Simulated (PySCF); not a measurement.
C₇H₆BF₃, SMILES Bc1ccccc1C(F)(F)F, singlet (GFN2-xTB optimised geometry):

```
17

B     -1.526    -1.874    -0.002
C     -0.762    -0.510     0.000
C     -1.386     0.738     0.001
C     -0.651     1.910     0.001
C      0.735     1.876     0.000
C      1.386     0.657     0.000
C      0.634    -0.510     0.000
C      1.327    -1.835     0.001
F      0.442    -2.860    -0.002
F      2.118    -2.025    -1.071
F      2.113    -2.026     1.075
H     -1.893    -2.327     1.010
H     -1.891    -2.324    -1.016
H     -2.465     0.780     0.002
H     -1.164     2.860     0.002
H      1.304     2.792     0.000
H      2.465     0.600    -0.001
```

Level of theory: PBE0/def2-SVP (PySCF 2.14.0).

Q: What are the frontier orbital energies and the dipole moment?

A: HOMO-2 -9.57 eV, HOMO-1 -7.90 eV, HOMO -7.53 eV, LUMO -0.97 eV, LUMO+1 -0.90 eV; dipole moment 2.43 D.

Meta-Löwdin charges at PBE0/def2-SVP: B1 0.02, C2 -0.06, C3 -0.10, C4 -0.09, C5 -0.11, C6 -0.10, C7 -0.05, C8 0.74, F9 -0.22, F10 -0.26, F11 -0.26, H12 0.01, H13 0.01, H14 0.11, H15 0.11, H16 0.11, H17 0.12.
